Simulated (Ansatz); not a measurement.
Cost and result for the atomization energy of `N=C1OC1([SiH3])Cl` (10 atoms, 10 bonds).

```
atom    x (Å)    y (Å)    z (Å)
  N1  -0.1738  -1.6458  -1.7799
  C2  -0.2441  -1.1492  -0.6454
  O3  -0.0385  -1.4037   0.6580
  C4  -0.5582  -0.0689   0.2403
 Si5   0.5730   1.4048   0.5977
 Cl6  -2.2393   0.2065   0.6345
  H7   0.1603  -2.6080  -1.7562
  H8   0.0854   2.5518  -0.2015
  H9   1.9481   1.0179   0.2047
 H10   0.4872   1.6947   2.0477
```

The species carries charge 0 and has multiplicity 1. The structure was optimised at the PBE0-D4/def2-TZVP level. It is one conformer, not always the lowest. Program: Ansatz. All runs use 4 threads of an Intel Xeon 6975P-C on a shared host. Times are those of one run each, without the atoms' runs, and a repeat can differ threefold. Electronic energies, without spin–orbit coupling; frozen cores. CCSD(T)/CBS adds CCSD(T) − MP2 in def2-TZVPP to the MP2 limit, and its time is that of the two runs behind it. T1 = 0.015. B3LYP takes the VWN-RPA correlation (the form of Gaussian; ORCA's B3LYP/G). HSE06 is the plane-wave form, built on full-range PBE exchange.

CCSD(T)/CBS is a level of theory with its own doubt, some kJ/mol a heavy atom from the limit and from the frozen cores, so smaller differences don't rank the functionals.

```csv
level,functions,wall time
LDA (SPW92)/def2-TZVPP,264,0.9 s
BLYP-D4/def2-TZVPP,264,1.4 s
PBE-D4/def2-TZVPP (with forces),264,1.6 s
HSE06-D4/def2-TZVPP,264,2.3 s
r2SCAN-D4/def2-TZVPP (with forces),264,2.8 s
r2SCANh-D4/def2-TZVPP,264,3.3 s
B3LYP-D4/def2-TZVPP (with forces),264,3.5 s
PBE-QIDH/def2-TZVPP,264,3.9 s
B97M-V/def2-TZVPP,264,4 s
CCSD(T)/def2-SVP,112,4.5 s
MP2/def2-QZVPP,488,15 s
CCSD(T)/def2-TZVPP,264,56 s
CCSD(T)/CBS(def2),–,71 s
```

(1) What atomization energy does each give, and how far from CCSD(T)/CBS? (Best estimate.)

Results:

(1) The calculation gave: 
| level | atomization (kJ/mol) | difference from CCSD(T)/CBS | per bond |
| --- | --- | --- | --- |
| LDA (SPW92)/def2-TZVPP | 4328.0 | 700.0 | 70.0 |
| BLYP-D4/def2-TZVPP | 3677.6 | 49.6 | 5.0 |
| PBE-D4/def2-TZVPP (with forces) | 3802.6 | 174.6 | 17.5 |
| HSE06-D4/def2-TZVPP | 3674.3 | 46.3 | 4.6 |
| r2SCAN-D4/def2-TZVPP (with forces) | 3664.3 | 36.3 | 3.6 |
| r2SCANh-D4/def2-TZVPP | 3620.2 | -7.8 | -0.8 |
| B3LYP-D4/def2-TZVPP (with forces) | 3637.8 | 9.8 | 1.0 |
| PBE-QIDH/def2-TZVPP | 3609.0 | -19.0 | -1.9 |
| B97M-V/def2-TZVPP | 3660.5 | 32.5 | 3.2 |
| CCSD(T)/def2-SVP | 3387.7 | -240.3 | -24.0 |
| MP2/def2-QZVPP | 3694.0 | 66.0 | 6.6 |
| CCSD(T)/def2-TZVPP | 3507.4 | -120.6 | -12.1 |
| CCSD(T)/CBS(def2) | 3628.0 | 0.0 | 0.0 |

From r2SCAN to r2SCAN0 (25 % exact exchange), in def2-TZVPP and without D4, the atomization energy moves by −108.4 kJ/mol: exact exchange takes away binding that semilocal exchange gives to molecules. At CCSD(T), def2-SVP lies −240.3 kJ/mol from the extrapolated value and def2-TZVPP −120.7 kJ/mol: correlation converges slowly with the basis, and small sets miss more of it in the bonded molecule than in its fragments. The D4 term adds +41.9 kJ/mol with B3LYP and +22.0 kJ/mol with PBE0; it sums over pairs of atoms, weighted by their polarisabilities, and B3LYP, whose exchange is more repulsive, gets the larger term.
